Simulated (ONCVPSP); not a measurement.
## Plane-wave convergence, ONCV potential for Si

```json
{
  "Element": "silicon",
  "Generator": "ONCVPSP 4.0.1",
  "Type": "optimised norm-conserving Vanderbilt (ONCV)",
  "Functional": "PBEsol",
  "Relativity": "scalar-relativistic",
  "Frozen core": "[He]",
  "Valence charge": "12",
  "Reference configuration": "2s2 2p6 3s1.75 3p2.25",
  "Partial waves": "2s+3s: rc 1.10 bohr, ncon 4, nbas 7, qcut 11 1/bohr, 3 projectors, debl 0.5 Ha; 2p+3p: rc 1.10 bohr, ncon 4, nbas 7, qcut 14.4 1/bohr, 2 projectors; d scattering state at 0.43 Ha: rc 1.10 bohr, ncon 3, nbas 7, qcut 10.3 1/bohr, local",
  "Local potential": "the d channel",
  "Core correction": "Teter function fitted to the true core (icmod 2), fcfact 0.3"
}
```

Question: For each optimised wave give the share of its norm inside rc, the residual kinetic energy above qcut (Ha) and the cutoffs (Ha) for errors of 10, 1, 0.1 and 0.01 mHa per electron.

Answer:

```tsv
wave	norm inside rc	residual KE	10 mHa	1 mHa	0.1 mHa	0.01 mHa
2s	0.966	6.9e-08	25.1	33.6	41.1	47.8
3s	0.066	7.5e-07	17.6	24.9	30.9	41.2
s projector 3	0.017	2.4e-07	12.9	20.9	27.6	33.8
2p	0.959	3.3e-07	63.2	75.3	85.3	93.1
3p	0.037	4.2e-07	49.8	67.1	80.9	91.7
d projector 1	0.053	2.4e-06	15.4	28.2	38.8	47.3
```

The occupied waves need 75 Ha and 85 Ha for 1 and 0.1 mHa.
